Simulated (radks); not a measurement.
Task: Valence configurations of Tc+ (all share [Kr]). Method: scalar-relativistic Kohn-Sham, BLYP, spin-polarised, spherical densities, finite nucleus; open shells are filled with parallel spins first (spin-orbit coupling, left out, can overturn this in heavy ions); Fermi nuclear charge, rms radius 4.4112 fm; computed with a radial shooting solver on a logarithmic mesh with Libxc functionals. Order these by energy: 4d4 5s2; 4d2 5s1 5p3; 4d4 5s1 5p1; 4d3 5s1 5p2; 4d5 5p1; 4d5.5 5s0.5; 4d6; 4d5 5s1; 4d3 5p3; 4d3.5 5s1.5 5p1.

Result: From the lowest, in eV above it: 4d5 5s1 0.000; 4d5.5 5s0.5 0.162; 4d6 0.442; 4d5 5p1 4.817; 4d4 5s2 5.232; 4d4 5s1 5p1 8.962; 4d3.5 5s1.5 5p1 12.551; 4d3 5s1 5p2 20.398; 4d3 5p3 26.207; 4d2 5s1 5p3 34.395. NIST lists [Kr] 4d5 5s1 as the ground configuration; this level of theory agrees among the configurations tried. The energies are those of spherical high-spin densities, not of single terms.
